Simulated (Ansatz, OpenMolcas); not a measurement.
**Exact exchange and the HOMO–LUMO gap of C2H6Cl2Si (dichlorodimethylsilane)**

C2H6Cl2Si: 11 atoms, total charge 0, spin state singlet. SMILES: `C[Si](C)(Cl)Cl`. Geometry: relaxed at PBE0-D4/def2-TZVP.

The HOMO–LUMO gap y, in eV, basis def2-SVP; a is the functional's share of exact exchange. Programs: Ansatz 0.2.0, OpenMolcas 26.06.

| functional | program | a | y (eV) |
| --- | --- | --- | --- |
| TPSS | OpenMolcas | 0 | 7.89 |
| BLYP | Ansatz | 0 | 7.58 |
| B3LYP | Ansatz | 0.2 | 9.42 |
| r2SCAN0 | Ansatz | 0.25 | ? |
| PBE0 | Ansatz | 0.25 | 9.95 |
| BHLYP | Ansatz | 0.5 | 11.93 |

**Question.** Fit y = c + s·a to the known rows and predict r2SCAN0.

**Answer.** 
1. Means of the 5 rows: a = 0.1900, y = 9.354.
2. Σ(Δa)² = 0.172, Σ(Δa·Δy) = 1.4502, so the slope is 1.4502/0.172 = 8.4314.
3. Intercept: 9.354 − (8.4314) × 0.1900 = 7.752. The largest residual of the fit is 0.17.
4. r2SCAN0: 7.752 + (8.4314) × 0.25 = 9.86 eV.

The run gave 10.40 eV, so the prediction is off by -0.54 eV, more than the largest residual. Exact exchange lowers occupied levels and raises empty ones. The rows mix families of semi-local functionals, which the line can't see.
